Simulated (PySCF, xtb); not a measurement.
Te(Et)(SH) (C2H6STe), SMILES CC[Te]S.

GFN2-xTB in xtb 6.7.1 at its own geometry gives an orbital gap of 3.61 eV and a dipole moment of 2.54 D.

Coordinates come from a B3LYP-D3(BJ)/def2-SVP optimisation. The structure was generated by enumeration, and PubChem lists no compound with its InChIKey, so it may never have been made. The def2 effective core potentials stand for the cores of Te; spin–orbit coupling is left out. Other conformers were not sampled.

### Question
What does PBE/def2-TZVP (PySCF) give? (The exact figures need the calculation; the answer reports its results.)

### Answer
gap 2.68 eV (levels -5.18 and -2.50 eV), dipole 1.81 D.
